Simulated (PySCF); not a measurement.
Computed IR spectrum (relative IR intensity) of a molecule C4H5Cl2F. Geometry optimised at PBE-D3(BJ)/def2-SVP. Other conformers were not sampled. Method: PBE-D3(BJ)/def2-SVP run with PySCF. Frequencies are harmonic and unscaled.

```
ν (cm⁻¹)  relative intensity
--------  ------------------
460                      5.6
625                       24
666                      100
822                       42
854                      9.3
920                       44
934                      2.0
1001                      18
1150                      15
1197                      59
1209                      16
1249                      20
1334                      31
1344                     3.4
1382                      26
1702                      81
2993                     3.9
3060                     2.0
3063                     4.6
```

Task: Pick the molecule that these values belong to.
A) F[C@@H]1C[C@H]1C(Cl)Cl
B) C[C@@H]1[C@@H](F)C1(Cl)Cl
C) C=C(F)CC(Cl)Cl
D) F[C@H](Cl)C/C=C/Cl

Result: C, C=C(F)CC(Cl)Cl
